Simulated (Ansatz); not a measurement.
Molecule: RbF, net charge -1, doublet state. 
Structure (B3LYP-D3(BJ)/def2-TZVP (Ansatz, an electronic-structure program) minimum search):
```xyz
2

Rb     0.0000     0.0000    -0.4794
F      0.0000     0.0000     1.9707
```
Charge -1, spin multiplicity 2.

Basis-set convergence of Hartree-Fock and CCSD(T) correlation energies (hartree) with Ansatz. Valence correlation only, unless marked. Open shells are spin-unrestricted. No spin-orbit coupling. The frozen core is the preceding noble-gas configuration, with the filled d and f shells of earlier blocks. The outer core of K, Ca and their heavier congeners is not correlated, a term that matters for these elements. In def2 rows, elements after Kr have scalar-relativistic effective core potentials. This anion needs diffuse functions, which these sets lack.

| basis | functions | E(HF) | E(corr, CCSD(T)) |
|---|---|---|---|
| def2-SVP | 38 | -123.18856 | -0.20423 |
| def2-TZVPP | 71 | -123.32743 | -0.27964 |
| def2-QZVPP | 120 | ___ | ___ |

Task: Some entries are withheld; supply them.

Result: 
- def2-QZVPP, E(HF): -123.33529
- def2-QZVPP, E(corr, CCSD(T)): -0.30860
